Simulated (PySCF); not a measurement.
**Two-component Hartree-Fock for S³⁺ (sulfur, charge +3)**

Start: [Ne] 3s2 3p1; 3p3/2 filled at m_j = +3/2. Calculated with PySCF 2.14 in x2c-TZVPall-2c with one added diffuse shell each of s, p type (6s7p2d1f, 44 functions): generalised Hartree-Fock with the X2C-1e Hamiltonian and a Gaussian nucleus; one run each with spin-orbit coupling (SO) switched off, then screened by Boettger's factors. This is a chosen level, not necessarily the ground level.

| spinor shell | electrons | ε, spin-free (eV) | ε, screened SO (eV) | weight of nominal j (screened SO) | rms radius, screened SO (bohr) |
| --- | --- | --- | --- | --- | --- |
| 1s1/2 | 2 | -2554.8 | -2554.8 | 1.000 | 0.112 |
| 2s1/2 | 2 | -288.27 | -288.28 | 1.000 | 0.515 |
| 2p1/2 | 2 | -223.58 | -224.33 | 0.974 | 0.489 |
| 2p3/2 | 4 | -223.58 | -223.24 | 0.987 | 0.490 |
| 3s1/2 | 2 | -57.684 | -57.689 | 0.999 | 1.64 |
| 3p3/2 | 1 | -46.807 | -46.764 | 1.000 | 1.80 |

```csv
quantity,spin-free,screened SO
E (hartree),-396.15197,-396.15106
M_J,3/2,3/2
⟨J²⟩,3.762,3.762
⟨L²⟩,2.009,2.009
⟨S²⟩,0.753,0.753
```

Each row is a mean over spinors that exchange with the open shell spreads, by up to 3.479 eV (3s1/2).

Without spin-orbit coupling the j labels of p, d and f shells carry no meaning; the spin-free column gives the mean over the occupied spinors of each nl shell.
